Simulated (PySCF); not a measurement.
Fractional electron number in Si²⁺ (silicon, charge +2)

The 3s beta orbital of [Ne] 3s2 is emptied in steps (occupation f), with all orbitals relaxed, ending at [Ne] 3s1. Calculation: PySCF 2.14, in def2-TZVP; no relativity, point nucleus. The exact energy is a straight line in f; departures are measured from the line between the end points of the same method.

```tsv
f	UHF (eV)	LDA (eV)	PBE (eV)	PBE0 (eV)	r2SCAN (eV)	LC-wPBE (eV)	BHandHLYP (eV)	BLYP (eV)	CAM-B3LYP (eV)
1	0.000	0.000	0.000	0.000	0.000	0.000	0.000	0.000	0.000
0.8	0.028	-0.786	-0.787	-0.581	-0.664	-0.116	-0.419	-0.809	-0.390
0.6	0.040	-1.171	-1.179	-0.870	-0.968	-0.177	-0.636	-1.215	-0.591
0.4	0.039	-1.159	-1.177	-0.867	-0.925	-0.187	-0.649	-1.217	-0.600
0.2	0.025	-0.761	-0.780	-0.574	-0.578	-0.139	-0.445	-0.813	-0.411
0	0.000	0.000	0.000	0.000	0.000	0.000	0.000	0.000	0.000
```

```json
{"method": "UHF", "E(f=0) − E(f=1) (eV)": "31.979", "−ε at f=1 (eV)": "32.161", "−ε at f=0.4 (eV)": "31.939"}
{"method": "LDA", "E(f=0) − E(f=1) (eV)": "33.560", "−ε at f=1 (eV)": "28.620", "−ε at f=0.4 (eV)": "34.596"}
{"method": "PBE", "E(f=0) − E(f=1) (eV)": "33.424", "−ε at f=1 (eV)": "28.498", "−ε at f=0.4 (eV)": "34.417"}
{"method": "PBE0", "E(f=0) − E(f=1) (eV)": "33.286", "−ε at f=1 (eV)": "29.643", "−ε at f=0.4 (eV)": "34.024"}
{"method": "r2SCAN", "E(f=0) − E(f=1) (eV)": "32.888", "−ε at f=1 (eV)": "28.647", "−ε at f=0.4 (eV)": "33.901"}
{"method": "LC-wPBE", "E(f=0) − E(f=1) (eV)": "33.283", "−ε at f=1 (eV)": "32.549", "−ε at f=0.4 (eV)": "33.353"}
{"method": "BHandHLYP", "E(f=0) − E(f=1) (eV)": "33.319", "−ε at f=1 (eV)": "30.723", "−ε at f=0.4 (eV)": "33.783"}
{"method": "BLYP", "E(f=0) − E(f=1) (eV)": "33.504", "−ε at f=1 (eV)": "28.450", "−ε at f=0.4 (eV)": "34.504"}
{"method": "CAM-B3LYP", "E(f=0) − E(f=1) (eV)": "33.580", "−ε at f=1 (eV)": "31.154", "−ε at f=0.4 (eV)": "34.021"}
```

Orbital energy along the path (eV):

| f | UHF | LDA | PBE | PBE0 | r2SCAN | LC-wPBE | BHandHLYP | BLYP | CAM-B3LYP |
| --- | --- | --- | --- | --- | --- | --- | --- | --- | --- |
| 1 | -32.161 | -28.620 | -28.498 | -29.643 | -28.647 | -32.549 | -30.723 | -28.450 | -31.154 |
| 0.8 | -32.078 | -30.635 | -30.478 | -31.113 | -30.479 | -32.847 | -31.726 | -30.468 | -32.102 |
| 0.6 | -32.005 | -32.636 | -32.451 | -32.573 | -32.252 | -33.111 | -32.740 | -32.485 | -33.054 |
| 0.4 | -31.939 | -34.596 | -34.417 | -34.024 | -33.901 | -33.353 | -33.783 | -34.504 | -34.021 |
| 0.2 | -31.880 | -36.480 | -36.408 | -35.487 | -35.294 | -33.738 | -34.910 | -36.547 | -35.050 |
| 0 | -31.827 | -38.109 | -37.532 | -36.238 | -35.609 | -34.043 | -36.142 | -38.431 | -36.243 |

Reference removal energy between the ground levels: 33.493 eV (measured; NIST Atomic Spectra Database, ionization energies). UHF lacks correlation.
